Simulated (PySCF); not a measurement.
A structure optimised at PBE0-D3(BJ)/def2-SVP, used in a PySCF frequency run:

```
Si
O 1 1.6740
H 1 1.4907 2 106.29
H 1 1.4955 3 109.91 2 120.74
H 1 1.4966 3 109.73 4 119.16
Te 2 1.9993 1 121.37 3 177.42
H 6 1.6728 2 94.78 1 81.75
```

Task: Write its SMILES and formula.

Result: [SiH3]O[TeH], H4OSiTe

Task: What are its rotational constants (standard atomic weights)?

Result: 26.273, 1.7334, 1.6875 GHz
